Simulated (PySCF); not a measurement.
# How the method changes the shape and vibrations of BClH3OSi

All numbers below are calculated, not measured. They come from PySCF 2.14.0, an open-source quantum chemistry program, on an isolated molecule that a program drew, which may never have been made. The molecule is BClH3OSi (charge 0, doublet), drawn as the SMILES string `B[Si](O)Cl`.

The geometry was optimised and harmonic frequencies were computed with HF and MP2, all in the cc-pV(D+d)Z basis, for the commonest isotopes, with a restricted reference for singlets and an unrestricted one otherwise, and a frozen core in MP2. Each result is a local minimum of its method.

Geometry at the HF minimum:
```xyz
7
BClH3OSi, angstrom
B    -1.5882   -1.2744   -0.8377
Si   -1.4715    0.3380    0.1540
O    -0.3950    0.6929    1.3145
Cl   -2.7141    1.9590   -0.0711
H    -0.7993   -2.1425   -0.6066
H    -2.4511   -1.3625   -1.6603
H    -0.4115    1.5282    1.7593
```

Lengths of the bonds as drawn, in Å (atoms numbered as above):
```
bond,HF,MP2
B1-Si2,1.897,1.898
Si2-O3,1.622,1.646
Si2-Cl4,2.055,2.052
B1-H5,1.196,1.203
B1-H6,1.195,1.203
O3-H7,0.946,0.968
```

Rotational constants, in GHz:
```
constant     HF    MP2
       A  6.543  6.473
       B  3.476  3.464
       C   2.27  2.256
```

Harmonic frequencies in cm^-1, each column in rising order, so a row needn't be the same motion in every method:
| rank | HF | MP2 |
|---|---|---|
| 1 | 124 | 174 |
| 2 | 186 | 214 |
| 3 | 274 | 256 |
| 4 | 296 | 299 |
| 5 | 382 | 357 |
| 6 | 516 | 514 |
| 7 | 683 | 642 |
| 8 | 764 | 711 |
| 9 | 775 | 754 |
| 10 | 860 | 840 |
| 11 | 1013 | 972 |
| 12 | 1209 | 1134 |
| 13 | 2694 | ? |
| 14 | 2799 | 2755 |
| 15 | 4163 | 3869 |

**Estimate the missing MP2 frequency from the HF column.**

A single factor s that minimises the squared misfit of MP2 against s times HF over the other rows is sum(HF x MP2) / sum(HF^2) = 0.9483, with an rms misfit of 41 cm^-1. For rank 13 it gives 0.9483 x 2694 = 2555 cm^-1. The calculation gives 2641 cm^-1, 86 cm^-1 above the estimate. The drawn bonds are on average 0.8 % longer in MP2 than in HF.
